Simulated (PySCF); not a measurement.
Cl₂Sn, singlet, at a GFN2-xTB geometry (such geometries of metal compounds can be far from the true shape) (all electrons, no relativity), with bond 2-1 at 1.25 times its length.

PySCF was given this input:
```python
from pyscf import gto, scf, dft

mol = gto.M(
    atom='''
Sn    0.01027658   -0.01020405    0.62162910
Cl    1.40487133    1.78554638   -1.29272752
Cl   -1.15617762   -1.39638439   -0.91846469
''',
    basis='3-21g',
    verbose=4,
)

mf = dft.RKS(mol)
mf.xc = 'b3lyp'
mf.kernel()
mo_i, mo_e, stable_i, stable_e = mf.stability(internal=True, external=True, return_status=True, nroots=6, tol=1e-6)
print('internally stable:', stable_i, ' externally stable:', stable_e)
if not stable_e:
    umf = mf.to_uhf() if not hasattr(mf, 'xc') else mf.to_uks()
    umf.scf_summary = {}
    umf.kernel(umf.make_rdm1(mo_e, umf.mo_occ))
mf.analyze()
```

Give the number of basis functions at the level B3LYP/3-21G in PySCF.

57

What total energy does B3LYP/3-21G give?

-6914.9287 Eh

Estimate the HOMO energy that B3LYP/3-21G returns for this input.

-7.30 eV

What is the computed HOMO-LUMO gap (B3LYP/3-21G)?

3.08 eV

What is the computed dipole moment (B3LYP/3-21G)?

6.17 D

Give the nuclear repulsion energy at the level B3LYP/3-21G.

377.7834 Eh
